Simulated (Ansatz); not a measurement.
Species: thiophen-3-ylsilane, C4H6SSi, charge 0, multiplicity 1. SMILES: [SiH3]c1ccsc1
Coordinates optimised at B3LYP-D3(BJ)/def2-TZVP (Ansatz, a program for electronic structure):
```
C
C 1 1.3721
H 2 1.0783 1 127.70
C 1 1.4324 2 110.94 3 180.00
C 4 1.3631 1 113.38 2 0.00
H 5 1.0777 4 128.15 1 180.00
H 4 1.0812 5 122.83 6 0.00
S 2 1.7174 3 119.72 1 180.00
Si 1 1.8610 2 123.33 3 0.00
H 9 1.4812 1 108.77 2 0.00
H 9 1.4829 10 109.21 1 121.20
H 9 1.4829 10 109.21 11 117.61
```
Charge 0, spin multiplicity 1.

Wanted: atomisation energy (electronic, to ground-state atoms), in kcal/mol. Valence correlation only, unless marked. UHF or UKS for open shells. Spin-orbit coupling is left out. Non-relativistic. The coupled-cluster limit lacks core correlation, which all-electron functionals hold. Basis-set limits of correlation are two-point, X^-3; Hartree-Fock from the larger set.

```json
[
 {"level": "B3LYP-D3(BJ)/def2-TZVPD", "program": "Ansatz + dftd3", "atomisation energy (kcal/mol)": "1174.8", "minus last row": "1.1"},
 {"level": "B2GP-PLYP/def2-TZVPD", "program": "Ansatz", "atomisation energy (kcal/mol)": "1158.9", "minus last row": "-14.8"},
 {"level": "MP2/cc-pV(Q+d)Z", "program": "Ansatz", "atomisation energy (kcal/mol)": "1189.6", "minus last row": "15.9"},
 {"level": "SCS-MP2/STO-3G", "program": "Ansatz", "atomisation energy (kcal/mol)": "1226.8", "minus last row": "53.1"},
 {"level": "SCS-MP2/6-31G*", "program": "Ansatz", "atomisation energy (kcal/mol)": "1073.6", "minus last row": "-100.1"},
 {"level": "CCSD(T)/aug-cc-pV(T+d)Z", "program": "Ansatz", "atomisation energy (kcal/mol)": "1146.9", "minus last row": "-26.8"},
 {"level": "CCSD(T)/CBS(cc-pV(T+d)Z,cc-pV(Q+d)Z)", "program": "Ansatz", "atomisation energy (kcal/mol)": "1173.7", "minus last row": "0.0"}
]
```

The Hartree-Fock reference is unstable (checked in the largest basis), which strains HF and MP2.
